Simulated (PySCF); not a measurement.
Ranking problems on computed properties.

Species are written as SMILES; each is one conformer at its optimised geometry, gas phase, non-relativistic unless stated. Electronic properties by PySCF.

The conformers computed, where there is a choice (atom-mapped SMILES and torsion angles):
- `[CH:1]#[C:2][C@@H:3]([CH3:4])[C@H:5]([NH2:6])[CH2:7][NH2:8]`: C2–C3–C5–N6 71°, C3–C5–C7–N8 177°, H–N6–C5–C3 -58°, H–N6–C5–C3 -174°, H–N8–C7–C5 -176°, H–N8–C7–C5 65°
- `[CH2:1]=[N:2]/[N:3]=[CH:4]/[C:5]([CH3:6])([CH3:7])[CH3:8]`: C1–N2–N3–C4 99°, N3–C4–C5–C6 122°
- `[CH2:1]=[C:2]([CH3:3])[Si:4]([NH2:5])([NH2:6])[C:7]([F:8])([F:9])[F:10]`: C1–C2–Si4–N5 -32°, C2–Si4–C7–F8 166°, H–N5–Si4–C2 -179°, H–N5–Si4–C2 -35°, H–N6–Si4–C2 81°, H–N6–Si4–C2 -64°
- `[CH:1]#[C:2][c:3]1[n:4][n:5]([CH2:6][CH3:7])[n:8][c:9]1[CH2:10][CH3:11]`: N4–N5–C6–C7 86°, N8–C9–C10–C11 106°
- `[CH2:1]=[CH:2][CH2:3][N:4]([CH2:5][CH3:6])[N:7]=[CH2:8]`: C1–C2–C3–N4 118°, C2–C3–N4–C5 -71°, C3–N4–C5–C6 -93°, C3–N4–N7–C8 178°
- `[CH3:1][Si:2]([CH3:3])([CH3:4])[c:5]1[cH:6][cH:7][cH:8][n:9][n:10]1`: C1–Si2–C5–C6 172°

The conformers of `FC1([SiH]2CCCC2)CC1` and `N[C@@H]1[C@H]2CC[C@@H](N)[C@@H]12` aren't listed.

(1) Rank by smallest rotational constant, lowest first (GFN2-xTB).
A. `C=C(C)[Si](N)(N)C(F)(F)F`
B. `C=N/N=C/C(C)(C)C`
C. `C#C[C@@H](C)[C@H](N)CN`
D. `c1ppc[p-]1`

(2) By how much do the two ends of that ranking differ?

(3) Rank by HOMO–LUMO gap, lowest first (PBE0/pcSseg-1 at GFN2-xTB geometries).
A. `N[C@@H]1[C@H]2CC[C@@H](N)[C@@H]12`
B. `C[Si](C)(C)c1cccnn1`
C. `C#Cc1nn(CC)nc1CC`
D. `C#C[C@@H](C)[C@H](N)CN`
E. `C=CCN(CC)N=C`
F. `C=C(C)[Si](N)(N)C(F)(F)F`
G. `FC1([SiH]2CCCC2)CC1`
H. `C=N/N=C/C(C)(C)C`

(4) Give the two extremes of that set in kcal/mol.

(5) Rank by dipole moment, highest first (PBE0/pcSseg-1 at GFN2-xTB geometries).
A. `C=C(C)[Si](N)(N)C(F)(F)F`
B. `C=N/N=C/C(C)(C)C`
C. `C#Cc1nn(CC)nc1CC`
D. `C#C[C@@H](C)[C@H](N)CN`

(6) Rank by HOMO energy, highest first (PBE0/pcSseg-1 at GFN2-xTB geometries).
A. `C#C[C@@H](C)[C@H](N)CN`
B. `C=N/N=C/C(C)(C)C`
C. `FC1([SiH]2CCCC2)CC1`
D. `C=CCN(CC)N=C`
E. `C=C(C)[Si](N)(N)C(F)(F)F`

## Answers

(1) A (0.769 GHz), B (1.030 GHz), C (1.267 GHz), D (1.683 GHz).

(2) By 0.914 GHz, between `c1ppc[p-]1` and `C=C(C)[Si](N)(N)C(F)(F)F`.

(3) B (5.15 eV), E (5.97 eV), C (6.36 eV), H (6.67 eV), F (7.13 eV), A (7.44 eV), D (7.76 eV), G (8.82 eV).

(4) `C[Si](C)(C)c1cccnn1`: 119 kcal/mol; `FC1([SiH]2CCCC2)CC1`: 203 kcal/mol.

(5) A (2.74 D), D (2.34 D), B (1.60 D), C (0.96 D).

(6) D (-5.87 eV), A (-6.60 eV), B (-6.86 eV), E (-7.48 eV), C (-7.80 eV).
